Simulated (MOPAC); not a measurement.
MOPAC input (AM1):

```
AM1 FORCE THERMO(298,298) PRECISE LET GEO-OK AUX(PRECISION=9) THREADS=1
C3H6O2

C    -1.87156291 1    0.17411802 1    0.16346642 1
C    -0.45949478 1   -0.13107720 1   -0.19354438 1
O    -0.02687694 1   -0.82825403 1   -1.11306387 1
O     0.44553186 1    0.46703295 1    0.64290454 1
C     1.82658263 1    0.22673401 1    0.37313818 1
H    -2.55506170 1   -0.34790286 1   -0.54876885 1
H    -2.04241568 1    1.27703852 1    0.10988185 1
H    -2.07871555 1   -0.17045783 1    1.20595324 1
H     2.08607199 1    0.60060612 1   -0.64641444 1
H     2.35681641 1    0.80462066 1    1.16944374 1
H     2.04418147 1   -0.86596220 1    0.44582788 1
```

From the output:

```
     H   11   0.001825   0.001314   0.539159   0.510174   5.483384

          HEAT OF FORMATION =     -96.475836 KCALS/MOLE

          ZERO POINT ENERGY      56.929 KCAL/MOL

           NORMAL COORDINATE ANALYSIS (Total motion = 1 Angstrom)

   Root No.       1         2         3         4         5         6         7         8

                 1 A"      2 A"      3 A"      1 A'      2 A'      4 A"      3 A'      4 A'

                 112.1     154.4     154.9     300.5     438.4     558.2     648.5    1006.4

           1   -0.0000   -0.0000    0.0000    0.0146    0.0027    0.0000    0.0876    0.0455
           2    0.0000    0.0000   -0.0000   -0.0549   -0.0633    0.0000   -0.0055   -0.0513
           3   -0.0197   -0.0481    0.0171   -0.0000   -0.0000   -0.0022   -0.0000    0.0000
           4    0.0000    0.0000   -0.0000    0.0187   -0.0000    0.0000    0.0592   -0.0043
           5    0.0000   -0.0000   -0.0000    0.0421    0.0427   -0.0000   -0.0195   -0.0235
           6    0.0075    0.0197   -0.0063    0.0000    0.0000    0.1749   -0.0000    0.0000
           7    0.0000    0.0000   -0.0000   -0.0169    0.0920    0.0000   -0.0346   -0.0096
           8   -0.0000   -0.0000    0.0000    0.0676   -0.0308    0.0000    0.0574   -0.0246
           9    0.0316    0.0003   -0.0235    0.0000   -0.0000   -0.0594   -0.0000   -0.0000
          10   -0.0000    0.0000   -0.0000    0.0026   -0.0475   -0.0000   -0.0472    0.0035
          11   -0.0000   -0.0000    0.0000    0.0380    0.0195    0.0000   -0.0681    0.0536
          12    0.0081    0.0962   -0.0116   -0.0000    0.0000   -0.0501    0.0000    0.0000
          13   -0.0000   -0.0000    0.0000   -0.0141   -0.0504   -0.0000   -0.0503   -0.0355
          14   -0.0000    0.0000   -0.0000   -0.0780    0.0484   -0.0000    0.0214    0.0262
          15   -0.0254   -0.0584    0.0234   -0.0000    0.0000   -0.0014    0.0000   -0.0000
          16   -0.0000    0.0000    0.0001   -0.0670   -0.1237    0.0000    0.1048    0.3331
          17    0.0000    0.0000   -0.0000   -0.0853   -0.1122    0.0001    0.0011    0.0648
          18   -0.0341    0.0285    0.2683    0.0000   -0.0000   -0.1300   -0.0000    0.0000
          19   -0.0168   -0.0533    0.0023    0.0563    0.0652   -0.2336    0.0846   -0.0828
          20    0.0067   -0.0847   -0.2143   -0.0858   -0.1152    0.0143   -0.0011    0.0580
          21   -0.0228   -0.1204   -0.1076   -0.0001   -0.0013   -0.1002    0.0018    0.0038
          22    0.0168    0.0532   -0.0023    0.0563    0.0653    0.2336    0.0846   -0.0829
          23   -0.0067    0.0848    0.2144   -0.0858   -0.1152   -0.0142   -0.0011    0.0580
          24   -0.0228   -0.1204   -0.1075   -0.0000    0.0012   -0.1003   -0.0018   -0.0035
          25    0.0515    0.0886   -0.0182    0.0322   -0.0650   -0.0265   -0.1076    0.0182
          26    0.2279   -0.0789    0.0415   -0.1199    0.0660    0.0083    0.0807   -0.0276
          27   -0.1703   -0.0568    0.0096    0.0009   -0.0011    0.0060   -0.0014    0.0033
          28    0.0000   -0.0000    0.0000   -0.1116   -0.0144   -0.0000    0.0882   -0.1750
          29   -0.0000    0.0000   -0.0000   -0.0975    0.0567   -0.0000    0.0515   -0.0079
          30    0.2373   -0.1727    0.0774   -0.0000    0.0000    0.0158    0.0000   -0.0000
          31   -0.0515   -0.0886    0.0182    0.0323   -0.0650    0.0265   -0.1076    0.0181
          32   -0.2278    0.0789   -0.0415   -0.1198    0.0660   -0.0084    0.0807   -0.0276
          33   -0.1704   -0.0567    0.0096   -0.0009    0.0012    0.0060    0.0014   -0.0034

   Root No.       9        10        11        12        13        14        15        16

                 5 A'      5 A"      6 A"      6 A'      7 A'      7 A"      8 A"      8 A'

                1073.1    1074.2    1181.3    1257.1    1321.7    1352.4    1375.8    1375.8

           1    0.0581    0.0001   -0.0000    0.0282   -0.0275   -0.0000    0.0040   -0.0178
           2    0.0430    0.0000   -0.0000   -0.0028    0.0167   -0.0000    0.0077   -0.0345
           3    0.0000   -0.0760   -0.0036    0.0000   -0.0000   -0.0001   -0.0385   -0.0067
           4   -0.0259   -0.0000    0.0000   -0.0375    0.0320   -0.0000    0.0004   -0.0020
           5   -0.0181   -0.0000   -0.0000    0.0170   -0.0231   -0.0000   -0.0009    0.0043
           6   -0.0001    0.0793    0.0044    0.0000   -0.0000   -0.0006   -0.0027   -0.0005
           7   -0.0337   -0.0001   -0.0000   -0.0138    0.0019   -0.0000   -0.0004    0.0018
           8   -0.0399   -0.0000    0.0000   -0.0253   -0.0011    0.0000   -0.0002    0.0008
           9    0.0000   -0.0125    0.0005   -0.0000    0.0000    0.0000    0.0001    0.0000
          10    0.0055    0.0000    0.0000   -0.0027    0.1503   -0.0000   -0.0006    0.0028
          11    0.0200    0.0000   -0.0000    0.0454    0.0042    0.0000    0.0008   -0.0035
          12    0.0000   -0.0084    0.0318    0.0000   -0.0000   -0.0037   -0.0001   -0.0000
          13   -0.0097    0.0000   -0.0000    0.0113   -0.1686   -0.0000    0.0007   -0.0034
          14    0.0205    0.0001    0.0000   -0.0608   -0.0182    0.0000   -0.0025    0.0111
          15    0.0000    0.0021   -0.0725   -0.0000    0.0001   -0.0386    0.0003    0.0001
          16   -0.1462   -0.0002   -0.0000    0.0796   -0.1521   -0.0000    0.0084   -0.0375
          17   -0.0390   -0.0001   -0.0000    0.0184   -0.0291   -0.0000    0.0057   -0.0258
          18   -0.0001    0.1137    0.0041   -0.0000   -0.0000    0.0028    0.3951    0.0688
          19    0.1904    0.3285    0.0126    0.0571   -0.0357   -0.0016   -0.1533    0.0915
          20   -0.0497   -0.0035    0.0004   -0.0017    0.0232    0.0015    0.1558    0.2511
          21    0.0105    0.0835    0.0030    0.0134    0.0004    0.0002    0.0068    0.1944
          22    0.1910   -0.3279   -0.0126    0.0571   -0.0357    0.0016    0.1026    0.1361
          23   -0.0497    0.0032   -0.0004   -0.0017    0.0232   -0.0015   -0.2518    0.1801
          24   -0.0108    0.0836    0.0030   -0.0134   -0.0005    0.0002    0.0896   -0.1776
          25    0.0421    0.0130   -0.3489   -0.1170   -0.1262    0.1179    0.0036   -0.0188
          26   -0.0375   -0.0008    0.0290    0.1048    0.1104   -0.2315    0.0180   -0.0749
          27    0.0040   -0.0048    0.1015   -0.0188   -0.0534    0.0514   -0.0114    0.0499
          28   -0.1407   -0.0001    0.0000    0.2787    0.0135    0.0001   -0.0114    0.0509
          29   -0.0127    0.0000   -0.0000    0.0144    0.0052   -0.0001   -0.0035    0.0156
          30    0.0001   -0.0031    0.1281   -0.0000    0.0000    0.4202   -0.0031   -0.0005
          31    0.0421   -0.0128    0.3490   -0.1170   -0.1261   -0.1179    0.0047   -0.0186
          32   -0.0375    0.0008   -0.0290    0.1048    0.1104    0.2315    0.0154   -0.0754
          33   -0.0039   -0.0048    0.1014    0.0189    0.0536    0.0515    0.0108   -0.0500

   Root No.      17        18        19        20        21        22        23        24

                 9 A'     10 A'     11 A'     12 A'     13 A'      9 A"     14 A'     10 A"

                1378.2    1416.0    1434.9    1530.5    2077.6    3058.7    3069.4    3074.7

           1   -0.0072   -0.0517    0.0417   -0.0386   -0.0464   -0.0000   -0.0004    0.0000
           2   -0.0104    0.0069   -0.0091    0.0128   -0.0118    0.0000   -0.0507    0.0000
           3   -0.0000    0.0000   -0.0000   -0.0000    0.0000   -0.0564   -0.0000   -0.0001
           4    0.0088   -0.0127   -0.0376    0.0955    0.2693    0.0000   -0.0006    0.0000
           5   -0.0084    0.0157    0.0371   -0.0902    0.2936    0.0000   -0.0025    0.0000
           6   -0.0000   -0.0000    0.0000   -0.0000    0.0000   -0.0016   -0.0000   -0.0000
           7    0.0008    0.0047   -0.0016   -0.0077   -0.1612    0.0000    0.0007    0.0000
           8    0.0028    0.0054   -0.0038   -0.0069   -0.1998   -0.0000    0.0005   -0.0000
           9    0.0000   -0.0001    0.0000    0.0000   -0.0000   -0.0001    0.0000   -0.0001
          10   -0.0134    0.0103    0.0014   -0.0450   -0.0045   -0.0000   -0.0004   -0.0000
          11    0.0002   -0.0184   -0.0208    0.0706   -0.0245   -0.0000    0.0003    0.0000
          12    0.0000    0.0000   -0.0000    0.0000   -0.0000   -0.0001   -0.0000   -0.0018
          13    0.0129   -0.0211   -0.0361   -0.0285    0.0102   -0.0000   -0.0000   -0.0000
          14   -0.0271    0.0036    0.0030    0.0009    0.0099   -0.0000   -0.0001    0.0000
          15    0.0000    0.0000   -0.0000    0.0000   -0.0000   -0.0000    0.0000   -0.0561
          16   -0.0312    0.2398   -0.0441   -0.0718    0.0356    0.0000   -0.1642    0.0000
          17   -0.0150    0.1002   -0.0291   -0.0136    0.0173    0.0000    0.4316    0.0000
          18   -0.0000   -0.0000    0.0000    0.0000    0.0000   -0.0271    0.0001   -0.0000
          19    0.0266    0.1705   -0.0728    0.0158   -0.0523   -0.1650    0.0857   -0.0001
          20    0.0690   -0.1019    0.0444   -0.0205    0.0203   -0.2263    0.0943   -0.0001
          21    0.0558    0.0233   -0.0122   -0.0009   -0.0253    0.3611   -0.2044    0.0002
          22    0.0265    0.1705   -0.0728    0.0158   -0.0523    0.1651    0.0858    0.0001
          23    0.0690   -0.1020    0.0444   -0.0205    0.0203    0.2262    0.0943    0.0001
          24   -0.0558   -0.0233    0.0123    0.0008    0.0254    0.3611    0.2043    0.0002
          25    0.0826    0.0831    0.2039    0.1463   -0.0080   -0.0001    0.0000    0.1860
          26    0.2103   -0.0068   -0.0382   -0.0539    0.0127   -0.0002   -0.0002    0.2067
          27   -0.1510   -0.0391   -0.0831   -0.0485    0.0083   -0.0003   -0.0001    0.3630
          28   -0.1596    0.0324    0.1668    0.2455   -0.0610   -0.0000   -0.0003   -0.0000
          29   -0.0442    0.0100    0.0382    0.0647   -0.0005   -0.0000    0.0014    0.0000
          30    0.0000    0.0001   -0.0000   -0.0000   -0.0000   -0.0000    0.0000   -0.0270
          31    0.0827    0.0831    0.2039    0.1463   -0.0080    0.0001    0.0000   -0.1858
          32    0.2102   -0.0069   -0.0382   -0.0539    0.0127    0.0001   -0.0001   -0.2068
          33    0.1511    0.0391    0.0830    0.0485   -0.0083   -0.0003    0.0002    0.3630

   Root No.      25        26        27

                15 A'     16 A'     17 A'

                3091.0    3151.8    3154.4

           1    0.0001    0.0207   -0.0024
           2    0.0001   -0.0008    0.0002
           3    0.0000    0.0000   -0.0000
           4   -0.0010    0.0038   -0.0007
           5    0.0001    0.0005    0.0003
           6   -0.0000   -0.0000    0.0000
           7    0.0001   -0.0007    0.0001
           8    0.0003   -0.0007    0.0001
           9   -0.0000   -0.0002    0.0000
          10    0.0004    0.0001    0.0040
          11   -0.0020    0.0002   -0.0009
          12    0.0000    0.0001   -0.0000
          13   -0.0077    0.0021    0.0174
          14   -0.0490   -0.0003   -0.0046
          15   -0.0000    0.0001   -0.0000
          16   -0.0001   -0.0939    0.0108
```
